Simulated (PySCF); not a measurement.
**Relaxation of singlet TeO₂F₂**

Method: PySCF, PBE0, basis Te def2-SVP with ECP28, O def2-SVP, F def2-SVP (scalar-relativistic core potentials, no spin–orbit coupling, density fitting). A (50,194) grid was used.

A hand-made square planar (ligand arrangement 2) start, of D2h symmetry, held to at least that symmetry:

Coordinates in bohr (charge 0 multiplicity 1):
```
Te    0.0000    0.0000    0.0000
O     0.0000    3.4960    0.0000
O     0.0000   -3.4960    0.0000
F     3.7795    0.0000    0.0000
F    -3.7795    0.0000    0.0000
```

Optimiser trace:
```json
{"step": "0", "E − E(last) (kJ/mol)": "17.70", "largest gradient (Eh/bohr)": "0.03045"}
{"step": "1", "E − E(last) (kJ/mol)": "0.59", "largest gradient (Eh/bohr)": "0.00809"}
{"step": "2", "E − E(last) (kJ/mol)": "0.02", "largest gradient (Eh/bohr)": "0.00163"}
{"step": "3", "E − E(last) (kJ/mol)": "0.00", "largest gradient (Eh/bohr)": "0.00017"}
{"step": "4", "E − E(last) (kJ/mol)": "0.00", "largest gradient (Eh/bohr)": "0.00007"}
```

It ends at D2h with Te–F 1.932 Å (×2), Te–O 1.804 Å (×2); F–Te–F 180.0°, F–Te–O 90.0° (×4), O–Te–O 180.0° (after a last refinement on a finer grid). A frequency run shows 1 imaginary mode, down to 137i cm⁻¹, so it is a saddle point.

The relaxation took of the order of 20 core-seconds on a shared host.
